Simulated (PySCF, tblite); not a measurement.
C5H8ClFSi2.
Structure used (GFN2-xTB), in Å, numbered top down from 1:
```
atom  x, y, z in Å
F1    -3.5299    0.2001    1.5622
C2    -2.9371    1.1214    0.7160
C3    -1.8251    0.5419   -0.0048
C4    -0.9144   -0.0039   -0.5711
C5     0.1652   -0.6148   -1.2539
Si6    1.0274   -2.1475   -0.5243
C7     1.6041   -0.3575   -0.7376
Si8    1.8419    0.8481    0.6870
Cl9    3.8213    0.8497    1.1186
H10   -2.6038    1.9537    1.3490
H11   -3.7203    1.4596    0.0259
H12    0.0516   -0.5587   -2.3325
H13    0.6026   -2.5945    0.7865
H14    1.4966   -3.1298   -1.4870
H15    2.3069   -0.1913   -1.5506
H16    1.4723    2.2148    0.3166
H17    1.1338    0.4207    1.8902
```

Method: PBE0/pcSseg-1 in PySCF (dipole) on a GFN2-xTB geometry, gas phase.

Masses are those of the commonest isotopes; rigid-rotor values at the optimised geometry. The values belong to one conformer with, in the numbering `[F:1][CH2:2][C:3]#[C:4][C@@H:5]1[SiH2:6][C@@H:7]1[SiH2:8][Cl:9]`, Si6–C7–Si8–Cl9 98°.

Question: Give the principal moments of inertia and the rotational constants in MHz.

Answer: Ia = 376.41, Ib = 1097.42, Ic = 1342.75 u·Å²; 505379 MHz·u·Å²/I gives A = 1343, B = 460.5, C = 376.4 MHz.

Question: What kind of rotor is it?

Answer: An asymmetric top; Ray's κ = -0.826.

Question: Is it planar, by Δ = Ic − Ia − Ib?

Answer: Not planar: Δ = Ic − Ia − Ib = -131.08 u·Å². For a rigid frame Δ = −2 Σ m c², so Σ m c² = 65.54 u·Å² lies off the ab plane: 12.98 from hydrogen and 52.56 from heavier atoms. The atom farthest from that plane is 1.94 Å away.

Question: Give the other two planar moments, Paa and Pbb, and the rms extents of the mass along the axes.

Answer: Paa = Σ m a² = (Ib + Ic − Ia)/2 = 1031.88 and Pbb = Σ m b² = (Ia + Ic − Ib)/2 = 310.87 u·Å². With the mass M = 177.98 u, the rms extents √(P/M) along a, b and c are 2.41, 1.32, 0.61 Å.

Question: Where do the levels up to J = 5 lie, in MHz?

Answer: Above 0(0,0):
J = 1: 1(0,1) 837, 1(1,1) 1719, 1(1,0) 1803
J = 2: 2(0,2) 2505, 2(1,2) 3309, 2(1,1) 3561, 2(2,1) 6207, 2(2,0) 6213
J = 3: 3(0,3) 4993, 3(1,3) 5690, 3(1,2) 6194, 3(2,2) 8718, 3(2,1) 8747, 3(3,1) 13342, 3(3,0) 13343
J = 4: 4(0,4) 8285, 4(1,4) 8858, 4(1,3) 9698, 4(2,3) 12061, 4(2,2) 12146, 4(3,2) 16701, 4(3,1) 16703, 4(4,1) 23160, 4(4,0) 23160
J = 5: 5(0,5) 12362, 5(1,5) 12810, 5(1,4) 14065, 5(2,4) 16233, 5(2,3) 16425, 5(3,3) 20903, 5(3,2) 20909, 5(4,2) 27358, 5(4,1) 27358, 5(5,1) 35663, 5(5,0) 35663
Those of J = 1 are B + C, A + C and A + B.

Question: Which lines would a microwave search look for?

Answer: The dipole components are |μa| = 0.05 D, |μb| = 1.51 D, |μc| = 1.42 D. The squared components, which scale the intensities, stand as 0.00 : 1.00 : 0.88 (a : b : c). Some lines, for components of 0.1 D or more:

| type | branch | J(Ka,Kc) | MHz | lower level (cm⁻¹) |
| --- | --- | --- | --- | --- |
| c | Q | 3(1,3) ← 3(0,3) | 697 | 0.167 |
| c | Q | 2(1,2) ← 2(0,2) | 804 | 0.084 |
| c | Q | 1(1,1) ← 1(0,1) | 882 | 0.028 |
| b | R | 1(1,1) ← 0(0,0) | 1719 | 0.000 |
| c | R | 1(1,0) ← 0(0,0) | 1803 | 0.000 |
| c | Q | 4(2,3) ← 4(1,3) | 2363 | 0.323 |
| b | Q | 4(2,2) ← 4(1,3) | 2448 | 0.323 |
| c | Q | 3(2,2) ← 3(1,2) | 2524 | 0.207 |
| b | Q | 2(2,0) ← 2(1,1) | 2652 | 0.119 |
| b | R | 3(1,3) ← 2(0,2) | 3185 | 0.084 |
| b | Q | 4(2,3) ← 4(1,4) | 3203 | 0.295 |
| b | R | 4(1,4) ← 3(0,3) | 3865 | 0.167 |
| b | R | 2(2,1) ← 1(1,0) | 4404 | 0.060 |
| c | R | 2(2,0) ← 1(1,0) | 4410 | 0.060 |
| c | Q | 4(3,2) ← 4(2,2) | 4555 | 0.405 |
| b | Q | 3(3,0) ← 3(2,1) | 4596 | 0.292 |
| c | R | 4(1,3) ← 3(0,3) | 4705 | 0.167 |
| b | R | 3(2,2) ← 2(1,1) | 5157 | 0.119 |
| c | R | 4(2,2) ← 3(1,2) | 5951 | 0.207 |
| c | R | 4(2,3) ← 3(1,3) | 6372 | 0.190 |
| b | Q | 4(4,0) ← 4(3,1) | 6458 | 0.557 |
| c | R | 3(3,0) ← 2(2,0) | 7130 | 0.207 |
| c | R | 4(3,1) ← 3(2,1) | 7956 | 0.292 |
| b | R | 4(4,1) ← 3(3,0) | 9818 | 0.445 |
| c | R | 4(4,0) ← 3(3,0) | 9818 | 0.445 |

Question: Estimate the classical rotational partition function at 25 K, 100 K and 500 K.

Answer: Point group C1, symmetry number σ = 1; q = (√π/σ)·√((kT/h)³/(ABC)), k/h = 20836.6 MHz/K: 43700 at 25 K, 349000 at 100 K, 3910000 at 500 K.

Its GFN2-xTB frequencies are all real (lowest 22 cm⁻¹). Zero-point vibration and centrifugal distortion are left out. Quadrupole hyperfine structure (35Cl) is left out.
